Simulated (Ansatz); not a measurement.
Ideal-gas functions of `[NH2][GaH][NH2]` at 800 K and 1 bar, from an Ansatz frequency run at PBE0-D4/def2-TZVP.

Molar mass 102.78 g/mol, point group C2v (symmetry number 2), electronic degeneracy 1, moments of inertia 27.046, 84.618, 111.654 u Å². Harmonic wavenumbers (cm⁻¹, unscaled): 53, 121, 179, 318, 368, 540, 550, 691, 719, 744, 764, 1558, 1570, 2028, 3627, 3627, 3732, 3733.

Use S(trans) = R[1.5 ln M + 2.5 ln T − 1.1517]; rotational temperatures θ = 24.2544 K / I; S(rot) = R[ln(√π/σ · √(T³/θAθBθC)) + 1.5]; for each mode x = 1.438777 ν̃/T, S = R[x/(eˣ − 1) − ln(1 − e⁻ˣ)] and H = RT x/(eˣ − 1); 1 cm⁻¹ = 0.0119627 kJ/mol; R = 8.31446 J/(mol·K).

Q: By hand: the entropy, in J/(mol·K).

A: Translation 187.1. Rotation: θ = 0.8968, 0.2866, 0.2172 K, giving 106.8. Vibration, mode by mode: 27.86, 21.01, 17.77, 13.07, 11.90, 8.88, 8.74, 7.02, 6.73, 6.49, 6.30, 2.03, 1.99, 1.03, 0.09, 0.09, 0.08, 0.08, in all 141.2. Electronic 0.0. Sum 435.1 J/(mol·K).

Q: By hand: H − E and G − E in kJ/mol, counted from the electronic energy.

A: Zero-point energy ½ × 24922 × 0.0119627 = 149.1; thermal vibration 51.5; translation, rotation and pV give 4 RT = 26.6. H − E = 227.2 kJ/mol, and G − E = 227.2 − 800 × 435.1/1000 = -120.9 kJ/mol.

Vibration gives 32 % of the entropy, 48.9 J/(mol·K) of it from the modes under 150 cm⁻¹: soft modes count most, and the harmonic formula is weakest for them. The sum counts one conformer and one mirror image; others add a mixing term.
